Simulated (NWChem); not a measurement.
System: AsH, triplet; SMILES [AsH]

Excerpt of the output:

```
             Northwest Computational Chemistry Package (NWChem) 7.3.0
             --------------------------------------------------------

 ORDER OF PRIMARY AXIS IS BEING SET TO 4
 C4V symmetry detected

                             Geometry "geometry" -> ""
                             -------------------------

 Output coordinates in angstroms (scale by  1.889725989 to convert to a.u.)

  No.       Tag          Charge          X              Y              Z
 ---- ---------------- ---------- -------------- -------------- --------------
    1 As                  33.0000     0.00000000     0.00000000    -0.04513135
    2 H                    1.0000     0.00000000     0.00000000     1.48933465

 Effective nuclear repulsion energy (a.u.)      11.3804080488

      Symmetry information
      --------------------

 Group name             C4v
 Group number             18
 Group order               8
 No. of unique centers     2

  pbe96 is a nonlocal functional; adding pw91lda local functional.

                                 NWChem DFT Module
                                 -----------------

 Summary of "ao basis" -> "ao basis" (spherical)
 ------------------------------------------------------------------------------
       Tag                 Description            Shells   Functions and Types
 ---------------- ------------------------------  ------  ---------------------
 As                        def2-tzvp                16       48   6s5p4d1f
 H                         def2-tzvp                 4        6   3s1p

      Symmetry analysis of basis
      --------------------------

        a1         20
        a2          0
        b1          5
        b2          5
        e          24

            General Information
            -------------------
          SCF calculation type: DFT
          Wavefunction type:  spin polarized.
          No. of atoms     :     2
          No. of electrons :    34
           Alpha electrons :    18
            Beta electrons :    16
          Charge           :     0
          Spin multiplicity:     3
          Use of symmetry is: on ; symmetry adaption is: on
          Maximum number of iterations: 150
          AO basis - number of functions:    54
                     number of shells:    20
          Convergence on energy requested:  1.00D-06
          Convergence on density requested:  1.00D-05
          Convergence on gradient requested:  5.00D-04

              XC Information
              --------------
          PerdewBurkeErnzerhof Exchange Functional  1.000
            Perdew 1991 LDA Correlation Functional  1.000 local
           PerdewBurkeErnz. Correlation Functional  1.000 non-local

             Grid Information
             ----------------
          Grid used for XC integration:  medium
          Radial quadrature: Mura-Knowles
          Angular quadrature: Lebedev.
          Tag              B.-S. Rad. Rad. Pts. Rad. Cut. Ang. Pts.
          ---              ---------- --------- --------- ---------
          As                  1.15      112           7.0       590
          H                   0.35       45           7.0       434
          Grid pruning is: on
          Number of quadrature shells:   157
          Spatial weights used:  Erf1

      Superposition of Atomic Density Guess
      -------------------------------------

 Sum of atomic energies:       -2234.63711335

      Non-variational initial energy
      ------------------------------

 Total energy =   -2234.508082
 1-e energy   =   -3137.521898
 2-e energy   =     891.633409
 HOMO         =      -0.168719
 LUMO         =      -0.168719

 !!!!!!!!!!!!!!!!!!!!!!!!!!!!!!!!!!!!!!!!!!!!!!!!!!!!!!!!!!!!!!!!!!!!!!
 Warning - the HOMO and LUMO are degenerate and you are using symmetry.
 This can lead to non-variational energies and poor convergence.
 Modify the initial guess, or use an open-shell wavefunction, or turn
 off symmetry.
 !!!!!!!!!!!!!!!!!!!!!!!!!!!!!!!!!!!!!!!!!!!!!!!!!!!!!!!!!!!!!!!!!!!!!!

   Symmetry analysis of molecular orbitals - initial alpha
   -------------------------------------------------------

 !! scf_movecs_sym_adapt:   10 vectors were symmetry contaminated

  Symmetry fudging

 !! scf_movecs_sym_adapt:    6 vectors were symmetry contaminated

  Numbering of irreducible representations:

     1 a1          2 a2          3 b1          4 b2          5 e

  Orbital symmetries:

     1 a1          2 a1          3 a1          4 e           5 e
     6 a1          7 a1          8 e           9 e          10 a1
    11 e          12 e          13 b2         14 b1         15 a1
    16 a1         17 e          18 e          19 a1         20 a1
    21 e          22 e          23 b1         24 b2         25 a1
    26 e          27 e          28 a1

   Symmetry analysis of molecular orbitals - initial beta
   ------------------------------------------------------

 !! scf_movecs_sym_adapt:   10 vectors were symmetry contaminated

  Symmetry fudging

 !! scf_movecs_sym_adapt:    6 vectors were symmetry contaminated

  Numbering of irreducible representations:

     1 a1          2 a2          3 b1          4 b2          5 e

  Orbital symmetries:

     1 a1          2 a1          3 a1          4 e           5 e
     6 a1          7 a1          8 e           9 e          10 a1
    11 e          12 e          13 b2         14 b1         15 a1
    16 a1         17 e          18 e          19 a1         20 a1
    21 e          22 e          23 b1         24 b2         25 a1
    26 e          27 e          28 a1

[...]

                         DFT ENERGY GRADIENTS

    atom               coordinates                        gradient
                 x          y          z           x          y          z
   1 As      0.000000   0.000000  -0.085286    0.000000   0.000000   0.003588
   2 H       0.000000   0.000000   2.814434    0.000000   0.000000  -0.003588
```

Level: PBE/def2-TZVP, spin-unrestricted. Geometry: optimised at PBE0/def2-SVP, spin-unrestricted. No stability test was run on the SCF state.

**Question.** Write an input that gives this output.

**Answer.** One answer among several that fit: the input that was run:
```
start job
memory heap 200 mb stack 900 mb global 1100 mb
geometry units angstroms noautoz
  As     0.000000     0.000000    -0.054533
  H      0.000000     0.000000     1.479933
end
basis spherical
  As library def2-tzvp
  H library def2-tzvp
end
dft
  odft
  mult 3
  xc xpbe96 cpbe96
  iterations 150
end
task dft gradient
```
